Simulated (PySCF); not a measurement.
One molecule, one basis, several functionals.

C2H7NSi.
Bonds: C1–C2 (double), C2–Si3, Si3–N4. Hydrogens: H5, H6 on C1; H7 on C2; H8, H9 on Si3; H10, H11 on N4.

Torsions of this conformer, `[CH2:1]=[CH:2][SiH2:3][NH2:4]`: C1–C2–Si3–N4 125°, H–N4–Si3–C2 161°, H–N4–Si3–C2 -58°.

PySCF, def2-SVPD basis, density fitting, gas phase, PBE0-D3(BJ)/def2-SVP geometry; singlet excitations by full TDDFT with frozen cores, triplets by Tamm–Dancoff TDDFT and ionisation energies by ΔSCF, from the lowest of the holes tried. One functional is left out:

```json
{"functional": "LDA", "exact exchange (%)": "0", "HOMO energy (eV)": "-6.08", "LUMO energy (eV)": "-1.73", "lowest singlet excitation (eV)": "4.42", "lowest triplet excitation (eV)": "4.29", "mean polarisability (au)": "64.9", "vertical ionisation energy (eV)": "9.28"}
{"functional": "PBE", "exact exchange (%)": "0", "HOMO energy (eV)": "-5.97", "LUMO energy (eV)": "-1.52", "lowest singlet excitation (eV)": "4.51", "lowest triplet excitation (eV)": "4.28", "mean polarisability (au)": "63.8", "vertical ionisation energy (eV)": "9.29"}
{"functional": "PBE0", "exact exchange (%)": "25", "HOMO energy (eV)": "-7.37", "LUMO energy (eV)": "-0.52", "lowest singlet excitation (eV)": "5.62", "lowest triplet excitation (eV)": "4.18", "mean polarisability (au)": "61.5", "vertical ionisation energy (eV)": "9.47"}
{"functional": "BHandHLYP", "exact exchange (%)": "50", "HOMO energy (eV)": "-8.68", "LUMO energy (eV)": "0.51", "lowest singlet excitation (eV)": "6.46", "lowest triplet excitation (eV)": "4.09", "mean polarisability (au)": "59.9", "vertical ionisation energy (eV)": "9.58"}
```

Question: Predict the row of B3LYP (20 % exact exchange) by straight lines through the other rows, and check it.

Answer: 
```csv
property,line,computed,computed − line,"PBE0 (25 %), for comparison"
HOMO energy (eV),-7.09,-7.14,-0.05,-7.37
LUMO energy (eV),-0.76,-0.74,+0.02,-0.52
lowest singlet excitation (eV),5.30,5.45,+0.15,5.62
lowest triplet excitation (eV),4.21,4.28,+0.07,4.18
mean polarisability (au),62.4,62.0,-0.4,61.5
vertical ionisation energy (eV),9.41,10.15,+0.74,9.47
```
